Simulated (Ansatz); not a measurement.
```yaml
crystal:
  periodic: [false, false, false]
  atoms:
    - {symbol: C, position_ang: [-0.019409, -1.248933, 0.892530]}
    - {symbol: S, position_ang: [1.344268, -0.518298, -0.200046]}
    - {symbol: Ti, position_ang: [0.097219, 1.173451, -0.901660]}
    - {symbol: F, position_ang: [-1.356476, 0.579133, -1.686923]}
    - {symbol: F, position_ang: [1.158878, 2.103092, -1.927119]}
    - {symbol: F, position_ang: [-0.412860, 2.176790, 0.484448]}
    - {symbol: H, position_ang: [-0.292261, -0.614065, 1.653917]}
    - {symbol: H, position_ang: [-0.899227, -1.545703, 0.289750]}
    - {symbol: H, position_ang: [0.439285, -2.159526, 1.348392]}
basis:
  gaussian: {orbitals: cc-pVDZ, nuclear_model: gaussian}
magnetization: {spin_polarized: true, initial_magnetization: 2}
hamiltonian: {xc: {name: HF}}
correlation: {method: mp2, frozen_orbitals: {C: 9}}
accuracy: high
output: {forces: true}
```

```sh
$ ansatz run in.yaml --threads 4 --pin off --events-out ev --progress --plain --max-ram 11315MiB
```

Output, abridged:

```
Functional definition: HF
Error: "frozen_orbitals" has no count for S
```

(1) What is wrong with this run?

Answers

(1) Frozen orbitals are typed for one element alone, and the program wants a count for each. The program refused the input.
